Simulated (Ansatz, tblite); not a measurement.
Forces on [InF6]3- (InF₆³⁻) at its PBE-D4/def2-SVPD geometry. Total charge -3; singlet.

In the def2 sets In takes a core potential; there is no spin–orbit coupling. The xTB rows come from tblite. A multiply charged anion in the gas phase is held together partly by the finite basis. At r2SCAN-D4/def2-TZVPD the highest occupied level of the charge -3 singlet lies above zero (up to 5.71 eV). The electron is either unbound and held by the finite basis, or the level is raised by self-interaction error.

GFN1-xTB (tblite), largest force 0.20 eV/Å:

```xyz
7
positions Å, forces eV/Å
In    0.000    0.000    0.000    0.000   -0.001   -0.001
F    -2.142   -0.173    0.481   -0.197   -0.016    0.045
F     2.142    0.173   -0.481    0.198    0.016   -0.044
F    -0.478    1.414   -1.618   -0.044    0.131   -0.150
F     0.478   -1.414    1.618    0.044   -0.131    0.150
F    -0.182   -1.679   -1.413   -0.017   -0.155   -0.130
F     0.182    1.679    1.413    0.017    0.155    0.131
```

GFN2-xTB (tblite), largest force 0.41 eV/Å:

```
In 0.000 -0.001 -0.001
F -0.394 -0.032 0.089
F 0.394 0.032 -0.088
F -0.088 0.261 -0.298
F 0.088 -0.260 0.298
F -0.034 -0.309 -0.260
F 0.033 0.309 0.260
```

r2SCAN-D4/def2-TZVPD (Ansatz), largest force 0.52 eV/Å:

```
In 0.000 -0.002 -0.001
F 0.504 0.041 -0.113
F -0.504 -0.040 0.114
F 0.112 -0.332 0.381
F -0.112 0.333 -0.380
F 0.043 0.395 0.332
F -0.043 -0.395 -0.333
```
